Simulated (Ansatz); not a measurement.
Start from `C=CCI` and change one atom or group to get `BNCC=C`.

Ansatz, PBE0-D4/def2-TZVP geometries, multiplicity 1. Each molecule was computed in one conformer, which needn't be the lowest.

Elements past krypton have def2 core potentials.  Spin–orbit coupling is left out; it splits and shifts lone-pair levels of the heavy atoms by tenths of an eV.

| property | `C=CCI` |
| --- | --- |
| LUMO energy (B3LYP/def2-TZVPP) / eV | -1.49 |
| HOMO energy (PBE0/def2-TZVPP) / eV | -7.22 |
| HOMO energy (B3LYP/def2-TZVPP) / eV | -6.98 |
| size of the dipole moment (B3LYP/def2-TZVPP) / D | 1.78 |
| LUMO energy (PBE0/def2-TZVPP) / eV | -1.26 |
| size of the dipole moment (ωB97M-V/def2-TZVPP) / D | 1.75 |

(1) What does the change do to each property? (Estimate.)

Answers

(1) The calculation gave: 
| property | `BNCC=C` | shift |
| --- | --- | --- |
| LUMO energy (B3LYP/def2-TZVPP) / eV | -0.44 | 1.05 |
| HOMO energy (PBE0/def2-TZVPP) / eV | -7.72 | -0.50 |
| HOMO energy (B3LYP/def2-TZVPP) / eV | -7.49 | -0.51 |
| size of the dipole moment (B3LYP/def2-TZVPP) / D | 1.86 | 0.08 |
| LUMO energy (PBE0/def2-TZVPP) / eV | -0.21 | 1.05 |
| size of the dipole moment (ωB97M-V/def2-TZVPP) / D | 1.87 | 0.12 |

With PBE0 the HOMO falls by 0.50 eV and the LUMO rises by 1.05 eV, so the gap widens by about 1.55 eV. PBE moves the HOMO by -0.46 eV and ωB97M-V by -0.61 eV. Dipoles are sizes alone; their direction can turn.

B3LYP here is the variant with VWN-RPA as its local correlation; programs differ in this.
